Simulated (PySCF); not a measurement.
F₂H₆Si₃. Atoms are numbered in the order given.

```xyz
11

F      0.0000    -1.3061     1.3678
Si     0.0000     0.0000     0.3874
F      0.0000     1.3061     1.3678
Si     2.0072     0.0000    -0.8360
Si    -2.0072     0.0000    -0.8360
H      2.0513     1.2118    -1.7009
H      2.0513    -1.2118    -1.7009
H      3.1767     0.0000     0.0841
H     -3.1767     0.0000     0.0841
H     -2.0513     1.2118    -1.7009
H     -2.0513    -1.2118    -1.7009
```

The structure is a stationary point at TPSSh-D3(BJ)/def2-SVP.

Method: HF/def2-TZVP (PySCF).

Atomic charges (e):

```
atom  Mulliken  Löwdin
----  --------  ------
F1       -0.42       …
Si2       0.88       …
F3       -0.42       …
Si4       0.07       …
Si5       0.07       …
H6       -0.03       …
H7       -0.03       …
H8       -0.03       …
H9       -0.03       …
H10      -0.03       …
H11      -0.03       …
```

Question: Fill in the missing entries. (An estimate is asked for; the answer gives what the named calculation found.)

Answer: 
- F1, Löwdin: -0.07
- Si2, Löwdin: 0.03
- F3, Löwdin: -0.07
- Si4, Löwdin: 0.20
- Si5, Löwdin: 0.20
- H6, Löwdin: -0.05
- H7, Löwdin: -0.05
- H8, Löwdin: -0.04
- H9, Löwdin: -0.04
- H10, Löwdin: -0.05
- H11, Löwdin: -0.05

Computed Mayer and Wiberg (Löwdin basis) orders of the bonds:
```csv
bond,Mayer,Wiberg
F1–Si2,0.94,1.59
Si2–F3,0.94,1.59
Si2–Si4,0.95,1.07
Si2–Si5,0.95,1.07
Si4–H6,0.96,0.96
Si4–H7,0.96,0.96
Si4–H8,0.97,0.96
Si5–H9,0.97,0.96
Si5–H10,0.96,0.96
Si5–H11,0.96,0.96
```
